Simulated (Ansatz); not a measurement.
BiCl2 (SMILES [Cl][Bi][Cl]), doublet, geometry from GFN2-xTB (such geometries of metal compounds can be far from the true shape) (the spin is typed, not shown lowest) (core potentials on Bi); WB97X/def2-SVPD in Ansatz (a quantum-chemistry and plane-wave program).

Input for Ansatz:
Ansatz 0.2 input:
```yaml
crystal:
  periodic: [false, false, false]
  atoms:
    - {symbol: Bi, position_ang: [0.31935808, -0.02910973, 0.37116121]}
    - {symbol: Cl, position_ang: [0.59421202, 0.41454246, -2.06120785]}
    - {symbol: Cl, position_ang: [-2.15343088, -0.27241847, 0.24906782]}
basis:
  gaussian:
    orbitals: def2-SVPD
hamiltonian:
  xc: {name: wB97X}
magnetization: {spin_polarized: true, initial_magnetization: 1}
```

Q: Write the output that Ansatz gives for this input, abridged.

A: 
```
Functional definition: wB97X
897 factors; integrals over basis functions are off by at most 2.2e-4 eV
284 factors; integrals over basis functions are off by at most 2.1e-5 eV
mean field evaluation 1: about -30879.3011 eV, gradient 1.6e1 eV
mean field evaluation 2: about -30879.8225 eV, gradient 1.6e1 eV
mean field evaluation 4: about -30881.1854 eV, gradient 7.2e-1 eV
mean field evaluation 8: about -30881.2226 eV, gradient 9.4e-2 eV
mean field evaluation 16: about -30881.2228 eV, gradient 2.4e-4 eV
mean field -30881.22282553 eV, -1134.8640067936 hartree, gradient 5.1e-5 eV, S^2 0.752371; 0 other end points of the search recorded, 0 dependent functions left out
reference -30881.22279382 eV, -1134.8640056283 hartree; 29, 28 occupied and 57, 58 virtual orbitals, 897 factors
Total energy: -30881.22279382 eV, -1134.8640056283 hartree
```
